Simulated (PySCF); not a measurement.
A structure optimised at PBE-D3(BJ)/def2-SVP, used in a PySCF frequency run:

```
Mo
N 1 1.7353
H 2 1.0290 1 150.78
N 1 1.9245 2 105.32 3 127.78
H 4 1.0247 1 124.56 2 11.41
H 4 1.0262 5 111.59 1 169.07
S 1 2.1375 2 111.09 3 9.39
Cl 1 2.3004 2 109.05 3 -112.46
```
Charge 0, spin multiplicity 1.

### Question
Write its SMILES and formula.

### Answer
[NH]=[Mo]([NH2])(=[S])[Cl], ClH₃MoN₂S

### Question
What are its rotational constants (standard atomic weights)?

### Answer
2.4357, 1.6835, 1.3881 GHz
